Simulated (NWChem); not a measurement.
Isomers of C₃H₄Cl₂Si, each optimised at PBE0/def2-SVP with NWChem, gas phase unless a solvent is named. Flexible species stand in one conformer each, which need not be the lowest. Pople sets run with spherical d functions. Relative energies count from the lowest isomer at each level and are electronic, without zero-point energy, on those geometries. Shieldings are non-relativistic GIAO values without spin-orbit effects.

A: [SiH3]C(Cl)=C=CCl
B: C#C[Si](C)(Cl)Cl
C: Cl[SiH2]C(Cl)=C=C

```json
[
 {"quantity": "relative energy, r2SCAN/def2-SVP (kcal/mol)", "A": "85.7", "B": "0.0", "C": "?"},
 {"quantity": "relative energy, CAM-B3LYP/def2-SVP (kcal/mol)", "A": "85.3", "B": "0.0", "C": "?"},
 {"quantity": "orbital gap (eV), PBE0/def2-SVP", "A": "6.41", "B": "8.04", "C": "?"},
 {"quantity": "29Si shift against tetramethylsilane, B3LYP/6-31G* (ppm)", "A": "-32.5", "B": "20.5", "C": "?"}
]
```

Question: Fill in the missing entries.

Answer: 
- relative energy, r2SCAN/def2-SVP (kcal/mol), C: 47.5
- relative energy, CAM-B3LYP/def2-SVP (kcal/mol), C: 47.7
- orbital gap (eV), PBE0/def2-SVP, C: 6.60
- 29Si shift against tetramethylsilane, B3LYP/6-31G* (ppm), C: 9.9
